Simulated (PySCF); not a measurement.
Species: C2H9BN2.
SMILES with atom numbers: `[CH3:1][N:2]([CH3:3])[BH:4][NH2:5]` (hydrogens: H6, H7, H8 on C1; H9, H10, H11 on C3; H12 on B4; H13, H14 on N5)

Computed with PBE0-D3(BJ)/def2-SVP geometry optimisation, gas phase in PySCF.

Give the optimised bond lengths and angles.

```json
{"bond": "C1–N2, N2–C3", "length (pm)": "143.7", "order": "single"}
{"bond": "N2–B4", "length (pm)": "141.8", "order": "single"}
{"bond": "B4–N5", "length (pm)": "141.2", "order": "single"}
{"bond": "C1–H6, C3–H11", "length (pm)": "109.8", "order": "single"}
{"bond": "C1–H7 and 3 like bonds", "length (pm)": "110.7", "order": "single"}
{"bond": "B4–H12", "length (pm)": "121.3", "order": "single"}
{"bond": "N5–H13, N5–H14", "length (pm)": "100.9", "order": "single"}
```

Bonds in one row agree within 1 pm and their mean is given. Orders are formal, as drawn. A selection of angles:
```json
{"angle": "N2–C1–H6", "degrees": "110.1"}
{"angle": "N2–C1–H7", "degrees": "111.8"}
{"angle": "H6–C1–H7", "degrees": "108.0"}
{"angle": "C1–N2–C3", "degrees": "113.8"}
{"angle": "C1–N2–B4", "degrees": "121.8"}
{"angle": "C3–N2–B4", "degrees": "124.4"}
{"angle": "N2–B4–N5", "degrees": "124.5"}
{"angle": "N2–B4–H12", "degrees": "117.7"}
{"angle": "N5–B4–H12", "degrees": "117.8"}
{"angle": "B4–N5–H13", "degrees": "120.9"}
{"angle": "B4–N5–H14", "degrees": "125.5"}
{"angle": "H13–N5–H14", "degrees": "113.6"}
```

Torsions: C1–N2–B4–N5 -179° (antiperiplanar).

N2 (boron-bound nitrogen) is planar (angles 124.4°, 121.8° and 113.8°, sum 360.0°, 0.00 Å off the plane of its three neighbours). The 5 heavy atoms lie in one plane (0.003 Å rms). Of the pairs four or more bonds apart, H11···H14 is among the closest relative to their van der Waals radii: 2.07 Å, 86 % of the sum of Bondi's values. N5 (boron-bound nitrogen) is planar (angles 125.5°, 120.9° and 113.6°, sum 360.0°, 0.01 Å off the plane of its three neighbours). B4 (three-coordinate boron) is planar (angles 124.5°, 117.8° and 117.7°, sum 360.0°, 0.00 Å off the plane of its three neighbours).

Point group: Cs (every atom within 0.08 Å of its image). No PBE0-D3(BJ)/def2-SVP frequencies stand behind this structure, so it isn't proved a minimum.
